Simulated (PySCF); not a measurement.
C7H9O (doublet state).
Z-matrix (Å and degrees, GFN2-xTB geometry), rows numbered from 1:
```
O 
C   1  1.3878
C   2  1.5495  1  116.27
C   3  1.5315  2  100.11  1   -70.08
C   4  1.3136  3  105.27  2   -33.43
C   5  1.4902  4  111.06  3    -1.19
C   6  1.5422  2  100.47  1   178.63
C   3  1.5385  2  100.46  1  -178.83
H   1  0.9676  2  107.89  3    53.97
H   2  1.0925  1  105.75  3   126.56
H   3  1.0877  2  117.19  1    55.35
H   4  1.0719  3  123.84  2   148.94
H   6  1.0856  2  116.70  1   -55.95
H   7  1.0899  6  109.99  2    83.03
H   7  1.0889  6  111.34  2  -156.80
H   8  1.0890  3  111.43  2   158.24
H   8  1.0903  3  109.93  2   -81.57
```

The hyperfine couplings belong to this conformer and change with its torsions.

The species is `[C@H]1(O)[C@@H]2CC[C@H]1C=[C]2` [radical].

Theory: UKS B3LYP, pcH-1 on C H O, non-relativistic, mean-field spin-orbit, GIAO (PySCF 2.14.0). Isolated species at its GFN2-xTB geometry (one conformer only). Couplings are sensitive to structure, and on GFN2-xTB geometries they can be far from those on DFT ones. Stability of the SCF solution: not tested.

Question: The isotropic 13C couplings are +412.0, +44.8, +31.1, +23.7, +12.1, -8.1, +2.6 MHz. Assign them to C2; C3; C4; C5; C6; C7; C8.

Answer: 
```
site  a_iso (MHz)  ρ(0) (bohr⁻³)                 position  distance from C5 (Å)  spin population  largest |T| (MHz)
  C2        +23.7        +0.0211          2 bonds from C5                  2.31            +0.03                8.2
  C3        +44.8        +0.0399          2 bonds from C5                  2.27            +0.08               15.0
  C4        +12.1        +0.0108           1 bond from C5                  1.31            -0.12               22.2
  C5       +412.0        +0.3665  largest spin population                  0.00            +0.97              130.3
  C6        +31.1        +0.0276           1 bond from C5                  1.49             0.00               17.0
  C7         +2.6        +0.0023          2 bonds from C5                  2.42             0.00                2.9
  C8         -8.1        -0.0072          3 bonds from C5                  2.81            -0.01                1.5
```

ρ(0) is the spin density at the nucleus and T the dipolar tensor. The largest Mulliken spin populations are on C5 (+0.97), C4 (-0.12) and C3 (+0.08). C5 is the only atom above +0.15.
